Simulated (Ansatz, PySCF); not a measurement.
Gas-phase reaction in SMILES: ClC(Cl)C(Cl)Cl → 2 Cl[CH]Cl (the C-C bond at the site shown breaks; other sites are not compared here)
Geometries: B3LYP-D3(BJ)/def2-TZVP minima from Ansatz (a program for electronic structure), one conformer each, not searched for the lowest.

Wanted: bond dissociation energy (enthalpy at 298 K, with B3LYP-D3(BJ) rigid-rotor harmonic-oscillator terms from PySCF), in eV. Cores are frozen in the correlated levels unless marked. Open shells are spin-unrestricted. Spin-orbit coupling is left out. No relativistic terms. CBS marks a two-point X^-3 extrapolation of the correlation energy; Hartree-Fock from the larger set. The bracket is a focal-point correction in the basis named.

RI-MP2/CBS(cc-pV(T+d)Z,cc-pV(Q+d)Z)+[CCSD(T)-MP2]/cc-pV(T+d)Z (Ansatz) gives 3.51 eV.

Question: Another calculation gave 3.70 eV. Which level was it?
A. B2GP-PLYP/def2-TZVPD (Ansatz)
B. SVWN5/def2-TZVPD (Ansatz)
C. wB97M-V/def2-TZVPD (Ansatz)
D. PBE/def2-TZVPD (Ansatz)

Answer: B, SVWN5/def2-TZVPD (Ansatz). The others give 3.40 (wB97M-V), 2.97 (PBE), 3.24 (B2GP-PLYP) eV.
